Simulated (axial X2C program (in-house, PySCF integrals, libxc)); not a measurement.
Low determinants of KC at the PBE0 level, two-component

Calculated with an axial X2C code built on PySCF integrals. Two-component (2c) means X2C with spin–orbit coupling and atomic mean-field two-electron Coulomb and Gaunt terms. Basis: K dyall-cv3z [11s12p6d3f], C dyall-v3z [7s6p2d1f] (cores contracted in-house); Gaussian nuclei, density fitting, unrestricted open shells. Masses: K 38.964 u, C 12.000 u.

Search at 2.518 Å (vertical energies from the lowest determinant):

| ΔE (eV) | state | electrons beyond evenly filled partner blocks | electrons in ±ω = 1/2, 3/2, 5/2, 7/2 |
| --- | --- | --- | --- |
| 0.00 | Ω = 3/2 | ω = 3/2 | 20 5 0 0 |
| 0.69 | Ω = 1/2 | 2 × ω = -1/2, ω = 3/2 | 20 5 0 0 |
| 1.46 | Ω = 1/2 | ω = 1/2 | 21 4 0 0 |
| 1.46 | Ω = 5/2 | 2 × ω = 1/2, ω = 3/2 | 20 5 0 0 |
| 1.46 | Ω = 1/2 | ω = 1/2 | 19 6 0 0 |
| 4.07 | Ω = 7/2 | ω = 1/2, 2 × ω = 3/2 | 19 6 0 0 |
| 4.11 | Ω = 5/2 | ω = -1/2, 2 × ω = 3/2 | 19 6 0 0 |

Lowest determinant, Ω = 3/2 (⟨Sz⟩ = 1.50, ⟨Lz⟩ = 0.00 at PBE0): Re = 2.515 Å, ωe = 358.0 cm⁻¹.

The determinant in row 2 of the search, Ω = 1/2 (⟨Sz⟩ = 0.50, ⟨Lz⟩ = 0.00 at PBE0), was followed along the bond at PBE0; measured from the minimum of the lowest determinant it gives:

Te = 0.687 eV (5544 cm⁻¹), Re = 2.537 Å, ωe = 333.1 cm⁻¹.

(1) Compare the bond of the determinant in row 2 with that of the lowest one.

The search compares states at one distance, so a state with another bond length can lie lower; it is not exhaustive and yields mostly the lowest determinant of each block pattern, so other components and higher states of one pattern are missing. These are energies of single determinants, not of spin-adapted states; PBE0 term energies can be off by some tenths of an eV, and the functional has no current term.

Results:

(1) At PBE0 its Re is 0.022 Å longer and its force constant, which goes as ωe², is 0.87 times that of the lowest determinant. This determinant mixes spin states, so it has no term energy of its own.
